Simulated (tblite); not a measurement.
C2H15NSSi4.
Atom-mapped SMILES: `[CH3:1][CH2:2][Si@@H:3]([S:4][SiH3:5])[N:6]([SiH3:7])[SiH3:8]` (hydrogens: H9, H10, H11 on C1; H12, H13 on C2; H14 on Si3; H15, H16, H17 on Si5; H18, H19, H20 on Si7; H21, H22, H23 on Si8)

The geometry is computed with GFN2-xTB (gas phase).

Question: Give the optimised bond lengths and angles.

Answer: 
```tsv
bond	length (Å)
C1–C2	1.522
C2–Si3	1.895
Si3–S4	2.160
S4–Si5	2.139
Si3–N6	1.737
N6–Si7, N6–Si8	1.749
C1–H9, C1–H10, C1–H11	1.088
C2–H12	1.091
C2–H13	1.091
Si3–H14	1.461
Si5–H15, Si5–H16, Si5–H17	1.458
Si7–H18 and 5 like bonds	1.463
```

Bonds in one row agree within 0.01 Å and their mean is given. A selection of angles:
```tsv
angle	degrees
C2–C1–H9	111.0
C2–C1–H10	110.4
H9–C1–H10	108.4
H9–C1–H11	108.5
C1–C2–Si3	112.4
C1–C2–H12	109.3
C1–C2–H13	109.4
Si3–C2–H12	111.0
Si3–C2–H13	108.1
H12–C2–H13	106.4
C2–Si3–S4	110.7
C2–Si3–N6	113.3
C2–Si3–H14	110.9
S4–Si3–N6	110.5
S4–Si3–H14	102.1
N6–Si3–H14	108.8
Si3–S4–Si5	104.6
S4–Si5–H15	109.4
S4–Si5–H16	102.9
H15–Si5–H16	111.3
H16–Si5–H17	112.6
Si3–N6–Si7	116.6
Si3–N6–Si8	123.8
Si7–N6–Si8	119.2
N6–Si7–H18	106.4
N6–Si7–H19	107.7
N6–Si7–H20	109.3
H18–Si7–H19	111.1
H22–Si8–H23	109.5
```

Dihedral angles: C1–C2–Si3–S4 178° (antiperiplanar); C2–Si3–S4–Si5 67° (synclinal); C2–Si3–N6–Si7 158° (antiperiplanar).

Si3 (SiH silicon) is distorted tetrahedral (angles from 102.1° to 113.3°). Si5 (SiH3 silicon) is distorted tetrahedral (angles from 102.9° to 112.6°). Of the pairs four or more bonds apart, Si8···H11 is among the closest relative to their van der Waals radii: 3.01 Å, 91 % of the sum of Bondi's values. N6 (nitrogen bridging silicon atoms) is planar (angles 123.8°, 119.2° and 116.6°, sum 359.7°, 0.05 Å off the plane of its three neighbours). Si7 (SiH3 silicon) is tetrahedral (angles from 106.4° to 111.1°). The 2 S–Si bonds span 2.139 Å (S4–Si5, drawn single) to 2.160 Å (Si3–S4, drawn single), a spread of 0.021 Å.

Point group: C1 (no symmetry element, even within 0.4 Å). Its lowest GFN2-xTB frequency is 14 cm⁻¹, too small to tell a flat minimum from a shallow saddle. One conformer, not necessarily the lowest.

On an Intel Xeon at 2.50 GHz with one thread, shared host with 64 logical CPUs at a one-minute load of 59, this took 14 s wall, 11 s CPU. These figures are those of the optimisation.
